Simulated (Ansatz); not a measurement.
Frontier orbitals of C4H10BN, SMILES `BN(C)CC=C`.

```xyz
16

B     1.5840    0.1609    1.1743
N     0.8453    0.0137    0.0113
C     0.8782    0.9648   -1.0810
C    -0.0366   -1.1109   -0.2155
C    -1.4960   -0.8196   -0.0281
C    -2.0019    0.2682    0.5313
H     2.2788    1.1277    1.3034
H     1.5086   -0.6869    2.0167
H     1.5229    1.8007   -0.8160
H     1.2689    0.4940   -1.9902
H    -0.1225    1.3455   -1.3041
H     0.1197   -1.4950   -1.2328
H     0.2500   -1.9196    0.4638
H    -2.1646   -1.6032   -0.3782
H    -3.0713    0.3942    0.6479
H    -1.3635    1.0656    0.8971
```

Charge 0, multiplicity 1. The structure was optimised at the PBE0-D4/def2-TZVP level. It is one conformer, not always the lowest. Basis def2-TZVPP, Ansatz 0.2.0.

Orbital energies of one run (eV). Highest occupied ones, from the top: -6.44, -6.70, -7.40, -8.58, -9.12, -9.44, -9.84, -10.34, -10.60, -11.66, -12.23, -12.91, -13.90, -16.16. Empty: -1.14, -1.04, 0.30, 1.07, 1.50, 1.60.

(1) Which functional gave them?
A. BHLYP
B. LDA (SPW92)
C. ωB97M-V
D. B3LYP

Results:

(1) B. HOMO energies: LDA (SPW92) -6.44, ωB97M-V -9.77, B3LYP -7.26, BHLYP -8.51 eV.

B3LYP here is the variant with VWN-RPA as its local correlation; programs differ in this.
